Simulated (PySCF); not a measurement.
Isomers of [C6H6FO2]- (charge -1), one GFN2-xTB conformer each. Single-point energies are computed at PBE0/pcSseg-1 (PySCF, gas phase, no added dispersion term), electronic only.

```
                   SMILES  GFN2-xTB relative energy (kcal/mol)
  C=C(C)/C(F)=C\C(=O)[O-]                                  0.0
C=C[C@H](C(=C)F)C(=O)[O-]                                  1.3
   C/C=C\C(=C/F)C(=O)[O-]                                  2.0
```

Conformers: `[CH2:1]=[C:2]([CH3:3])/[C:4]([F:5])=[CH:6]\[C:7](=[O:8])[O-:9]` (charge -1) with C1–C2–C4–F5 0°; `[CH2:1]=[CH:2][C@H:3]([C:4](=[CH2:5])[F:6])[C:7](=[O:8])[O-:9]` (charge -1) with C1–C2–C3–C4 -145°, C2–C3–C4–C5 -48°, C2–C3–C7–O8 -105°; `[CH3:1]/[CH:2]=[CH:3]\[C:4](=[CH:5]/[F:6])[C:7](=[O:8])[O-:9]` (charge -1) with C2–C3–C4–C5 -122°.

**Question.** What does PBE0/pcSseg-1 give for the same structures?

**Answer.** 
| SMILES | PBE0/pcSseg-1 E (Eh) | PBE0/pcSseg-1 (kcal/mol) | GFN2-xTB (kcal/mol) | point group |
| --- | --- | --- | --- | --- |
| C=C(C)/C(F)=C\C(=O)[O-] | -481.98958 | 0.0 | 0.0 | Cs |
| C/C=C\C(=C/F)C(=O)[O-] | -481.97768 | 7.5 | 2.0 | C1 |
| C=C[C@H](C(=C)F)C(=O)[O-] | -481.97572 | 8.7 | 1.3 | C1 |

Both levels put the same isomer lowest; measured from each level's own lowest isomer, the values differ by up to 7.4 kcal/mol (C=C[C@H](C(=C)F)C(=O)[O-]: 1.3 against 8.7). Neighbours under 5.0 kcal/mol apart (C/C=C\C(=C/F)C(=O)[O-] and C=C[C@H](C(=C)F)C(=O)[O-]) can change places with a better method, another conformer or zero-point energy.
